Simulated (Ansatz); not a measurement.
Isolated molecules relaxed with PBE0-D4/def2-TZVP in Ansatz; ΔE leaves out vibrations. CCSD(T)/CBS adds triple-zeta CCSD(T) − MP2 to the extrapolated MP2 energy (def2 sets, frozen cores). DFT in def2-TZVPP. B3LYP here is the variant with VWN-RPA as its local correlation; programs differ in this. def2 core potentials past Kr. For Se, Te outer-core shells are correlated without core-valence functions, which leaves a few kJ/mol of doubt a bond. Scalar relativity is left out up to krypton. One conformer a species, not always the lowest.

`O[Si](O)(O)[TeH]` + `OC(F)[SeH]` → `O[Si](O)(O)[SeH]` + `OC(F)[TeH]`  (redistribution)

`O[Si](O)(O)[TeH]`:

Cartesian coordinates in Å:
```
O 1.004 0.488 -1.240
Si 0.163 -0.109 0.023
O 0.729 -1.618 0.303
O 0.383 0.939 1.250
Te -2.284 -0.356 -0.353
H 0.995 -0.011 -2.059
H 0.360 -2.093 1.050
H 1.170 1.487 1.202
H -2.521 1.274 -0.177
```

`OC(F)[SeH]`:

```xyz
7

O    -1.033    0.463    0.975
C    -0.427   -0.061   -0.121
F    -0.224   -1.408    0.013
Se    1.325    0.814   -0.420
H    -0.428    0.406    1.724
H    -1.081    0.097   -0.978
H     1.869   -0.309   -1.192
```

`O[Si](O)(O)[SeH]`:

```xyz
9

O     0.675    1.051    0.857
Si    0.129   -0.126   -0.140
O     1.234   -1.225   -0.610
O    -0.390    0.654   -1.475
Se   -1.393   -1.417    0.937
H     0.863    0.792    1.761
H     1.706   -1.038   -1.424
H    -0.710    1.550   -1.354
H    -2.113   -0.242    1.446
```

`OC(F)[TeH]`:

Cartesian coordinates in Å:
```
O -0.008 -0.374 1.503
C -0.298 0.248 0.330
F -1.346 -0.355 -0.312
Te 1.432 0.233 -1.020
H 0.322 -1.261 1.317
H -0.582 1.275 0.554
H 0.479 0.234 -2.374
```

| level | ΔE (kJ/mol) | difference from CCSD(T)/CBS |
| --- | --- | --- |
| PBE-D4 | -7.4 | 2.3 |
| r2SCAN-D4 | -8.6 | 1.1 |
| PBE0-D4 | -6.1 | 3.6 |
| B3LYP-D4 | -9.1 | 0.6 |
| ωB97X-V | -6.1 | 3.6 |
| ωB97M-V | -7.3 | 2.4 |
| B2PLYP | -8.3 | 1.4 |
| PBE | -7.3 | 2.4 |
| r2SCAN | -8.6 | 1.1 |
| HF/def2-TZVPP | -5.0 | 4.7 |
| MP2/def2-TZVPP | -6.8 | 2.9 |
| SCS-MP2/def2-TZVPP | -7.7 | 2.0 |
| CCSD/def2-TZVPP | -7.6 | 2.1 |
| CCSD(T)/def2-TZVPP | -8.2 | 1.5 |
| SCS-MP2/def2-QZVPP | -8.3 | 1.4 |
| HF/CBS(def2) | -5.1 | 4.6 |
| CCSD(T)/CBS | -9.7 | 0 |

Largest T1 diagnostic among the species: 0.012.
